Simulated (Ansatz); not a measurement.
Geometry optimisation, Ansatz, RKS PBE/def2-SVP.

Input file:

```yaml
crystal:
  periodic: [false, false, false]
  atoms:
    - { symbol: Si, position_ang: [-0.259415, 0.332341, -0.068772] }
    - { symbol: F, position_ang: [-0.553917, 0.093084, 1.495645] }
    - { symbol: F, position_ang: [1.270658, 0.779705, -0.296381] }
    - { symbol: O, position_ang: [-1.172871, 1.585356, -0.624419] }
    - { symbol: H, position_ang: [-2.098728, 1.375153, -0.836652] }
    - { symbol: F, position_ang: [-0.658455, -1.01131, -0.881158] }
    - { symbol: "N", position_ang: [1.327659, -1.937411, 1.129295] }
    - { symbol: H, position_ang: [0.952185, -2.765608, 0.661277] }
    - { symbol: Si, position_ang: [3.051529, -1.721389, 1.359524] }
    - { symbol: H, position_ang: [3.763237, -2.992681, 1.779229] }
    - { symbol: H, position_ang: [3.732155, -1.229341, 0.103262] }
    - { symbol: H, position_ang: [3.220249, -0.707187, 2.463325] }
    - { symbol: H, position_ang: [0.675113, -1.60131, 1.864726] }
basis:
  gaussian: { orbitals: def2-SVP }
hamiltonian:
  xc: pbe
relax:
  f_tol: 0.03
  max_steps: 50
```

Launched with:

```bash
$ ansatz run input.yaml --threads 4 --pin off --max-ram 5120MiB --backend cpu --events-out ev --progress --plain --runs-dir out
```

Problem. Where does it end, and by what steps?

Solution. It converged. After 16 steps the energy has fallen by 0.130 eV; H12 moved furthest, 0.53 Å.

| step | energy less start (eV) | largest force component (eV/Å) | accepted |
| --- | --- | --- | --- |
| 0 | 0.0000 | 0.562 | yes |
| 1 | -0.0304 | 0.395 | yes |
| 2 | -0.0458 | 0.420 | yes |
| 3 | -0.0572 | 0.276 | yes |
| 4 | -0.0650 | 0.214 | yes |
| 5 | -0.0672 | 0.185 | yes |
| 6 | -0.0759 | 0.219 | yes |
| 7 | -0.0807 | 0.160 | yes |
| 8 | -0.0891 | 0.139 | yes |
| 9 | -0.1087 | 0.526 | yes |
| 10 | -0.1177 | 0.287 | yes |
| 11 | -0.1257 | 0.165 | yes |
| 12 | -0.1277 | 0.152 | yes |
| 13 | -0.1259 | 0.171 | no |
| 14 | -0.1300 | 0.048 | yes |
| 15 | -0.1301 | 0.064 | yes |
| 16 | -0.1303 | 0.004 | yes |

```xyz
13
Properties=species:S:1:pos:R:3
Si -0.014 0.022 0.141
F -0.750 -0.036 1.614
F 1.508 0.638 0.027
O -0.764 1.348 -0.550
H -1.726 1.239 -0.647
F -0.501 -1.178 -0.878
N 1.095 -1.672 1.024
H 0.846 -2.468 0.419
Si 2.888 -1.485 1.222
H 3.434 -2.727 1.876
H 3.488 -1.341 -0.138
H 3.131 -0.312 2.115
H 0.614 -1.827 1.923
```

Whether the end is a true minimum wasn't checked by a vibrational analysis.

Run time: 30 s on 4 threads of Arm Neoverse V1, with other jobs on the host, peak memory 0.19 GiB.
